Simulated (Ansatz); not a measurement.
One change: `C[Si](N)(N)F` becomes `CC[Si](N)(N)F`.

Ansatz, PBE0-D4/def2-TZVP geometries, multiplicity 1. Each molecule was computed in one conformer, which needn't be the lowest.

```json
{"property": "LUMO energy (ωB97M-V/def2-TZVPP) / eV", "`C[Si](N)(N)F`": "2.20"}
{"property": "HOMO energy (PBE/def2-TZVPP) / eV", "`C[Si](N)(N)F`": "-5.96"}
{"property": "LUMO energy (B3LYP/def2-TZVPP) / eV", "`C[Si](N)(N)F`": "0.47"}
{"property": "HOMO–LUMO gap (PBE0/def2-TZVPP) / eV", "`C[Si](N)(N)F`": "8.26"}
{"property": "size of the dipole moment (B3LYP/def2-TZVPP) / D", "`C[Si](N)(N)F`": "1.81"}
{"property": "HOMO energy (PBE0/def2-TZVPP) / eV", "`C[Si](N)(N)F`": "-7.42"}
```

(1) Give the same properties after the change, and the shifts. (An estimate is asked.)

## Answers

(1) The calculation gave: 
| property | `CC[Si](N)(N)F` | shift |
| --- | --- | --- |
| LUMO energy (ωB97M-V/def2-TZVPP) / eV | 2.11 | -0.09 |
| HOMO energy (PBE/def2-TZVPP) / eV | -5.92 | 0.04 |
| LUMO energy (B3LYP/def2-TZVPP) / eV | 0.39 | -0.08 |
| HOMO–LUMO gap (PBE0/def2-TZVPP) / eV | 8.09 | -0.17 |
| size of the dipole moment (B3LYP/def2-TZVPP) / D | 1.74 | -0.07 |
| HOMO energy (PBE0/def2-TZVPP) / eV | -7.35 | 0.07 |

With PBE0 the HOMO rises by 0.07 eV and the LUMO falls by 0.10 eV, so the gap narrows by about 0.17 eV. PBE moves the HOMO by 0.04 eV and ωB97M-V by 0.10 eV. Dipoles are sizes alone; their direction can turn.

Positive LUMOs are unbound, so they and the gaps depend on the basis.

B3LYP here is the variant with VWN-RPA as its local correlation; programs differ in this.
